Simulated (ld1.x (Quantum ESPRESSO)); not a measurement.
The numbers below are computed, except where a source is named.
**Potentials for carbon compared**

Generated with ld1.x 7.5 (TM, RRKJ, ultrasoft, PAW), atompaw 4.2 or ONCVPSP 4.0.1. The cutoff is in Ry: for ld1.x and atompaw files where the sum of valence levels is converged to 10 mRy in a Bessel basis, for ONCV files where the hardest occupied wave has 1 mHa per electron of residual kinetic energy. The error is the largest all-electron minus pseudo excitation energy over each file’s own four to seven test configurations (ionisations up to +4, promotions, holes and added fractions of an electron), all of which were solved. The labels leave out finer settings (local radius, basis sizes, second energies), which also bear on the numbers. Spin-polarised tests are not counted. The rows are a selection from randomly drawn settings: files with unsolved tests, undetermined cutoffs or missed reference levels are left out.

```csv
potential,cutoff (Ry),largest error (meV),bound ghosts
"PAW, PBE, scalar-relativistic, rc 1.35/2.35/2.25 (spd), local d, core correction yes, reference 2s2 2p1",10,-16,none
"RRKJ, PBE, scalar-relativistic, rc 0.85/2.10/2.20 (spd), local s, core correction no, reference 2s2 2p0",90,+877,none
"ultrasoft, PBE, scalar-relativistic, rc 1.45/1.40 (sp), local smoothed, core correction yes, reference 2s2 2p2",30,+137,none
"ultrasoft, PBE, non-relativistic, rc 1.40/2.40 (sp), local smoothed, core correction no, reference 2s2 2p2",12,+245,none
"TM, PBE, scalar-relativistic, rc 0.95/1.80/1.40 (spd), local smoothed, core correction no, reference 2s1.5 2p2.5",35,+544,none
"ultrasoft, PBE, scalar-relativistic, rc 1.00/2.65 (sp), local smoothed, core correction yes, reference 2s2 2p0",30,+86,none
"RRKJ, PBE, scalar-relativistic, rc 1.10/2.30/1.85 (spd), local s, core correction yes, reference 2s2 2p1.5",35,+440,none
```

Q: Fill in the row for C: TM, PBEsol, scalar-relativistic, rc 0.95/1.75 (sp), local smoothed, core correction yes, reference 2s1 2p3.

A: cutoff 35 Ry, largest error +501 meV, bound ghosts: none.

Q: Fill in the row for C: RRKJ, LDA (PZ), non-relativistic, rc 1.25/1.35/1.35 (spd), local s, core correction no, reference 2s2 2p2.

A: cutoff 45 Ry, largest error +383 meV, bound ghosts: none.
